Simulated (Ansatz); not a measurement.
Reaction (formal exchange of groups at a C–C bond): `CCC(N)=O` + `B[SiH](F)F` → `CB[SiH](F)F` + `CC(N)=O`

Isolated molecules relaxed with PBE0-D4/def2-TZVP in Ansatz; ΔE leaves out vibrations. CBS: MP2 limit from def2 TZ/QZ plus the TZ coupled-cluster correction, frozen cores. Functionals use def2-TZVPP. Each species was taken in one conformer, which may not be the lowest.

`CCC(N)=O`:

Cartesian coordinates in Å:
```
C -0.757 0.996 1.135
C -0.146 -0.255 0.538
C 0.533 0.008 -0.792
N 0.756 -1.098 -1.549
O 0.872 1.114 -1.154
H -1.172 0.789 2.123
H -0.006 1.781 1.226
H -1.557 1.382 0.501
H -0.897 -1.043 0.415
H 0.618 -0.665 1.209
H 0.496 -2.015 -1.240
H 1.259 -0.994 -2.412
```

`B[SiH](F)F`:

Cartesian coordinates in Å:
```
B 1.017 -0.546 -0.403
Si -0.646 0.368 0.265
F -1.740 0.504 -0.887
F -1.339 -0.463 1.435
H 1.702 -1.188 0.335
H 1.381 -0.408 -1.531
H -0.376 1.733 0.786
```

`CB[SiH](F)F`:

```xyz
10

C    -1.084   -0.222   -1.120
B     0.220    0.405   -0.578
Si    0.864    0.149    1.319
F    -0.180   -0.703    2.178
F     2.223   -0.690    1.309
H    -0.721   -1.182   -1.535
H    -1.837   -0.486   -0.377
H    -1.536    0.305   -1.963
H     0.931    1.027   -1.319
H     1.120    1.395    2.087
```

`CC(N)=O`:

Cartesian coordinates in Å:
```
C -0.730 -0.825 -0.021
C 0.180 0.272 -0.517
N 0.866 0.945 0.442
O 0.296 0.530 -1.695
H -0.359 -1.778 -0.401
H -0.804 -0.880 1.066
H -1.722 -0.668 -0.444
H 0.776 0.731 1.417
H 1.496 1.674 0.154
```

| level | ΔE (kJ/mol) |
| --- | --- |
| B2PLYP | -56.4 |
| MP2/CBS(def2) | -54.3 |

(1) What does CCSD(T)/CBS give? (Estimate.)

Largest T1 diagnostic among the species: 0.014.

Answers

(1) The calculation gave: -52.9 kJ/mol. The listed levels differ from it by -3.5, -1.4 kJ/mol.

From PBE to PBE0 (25 % exact exchange), in def2-TZVPP and without D4, ΔE moves by +4.3 kJ/mol. In def2-TZVPP, CCSD(T) changes the Hartree–Fock value by −5.1 kJ/mol (the triples alone add −0.9 kJ/mol) and MP2 by −6.6 kJ/mol.
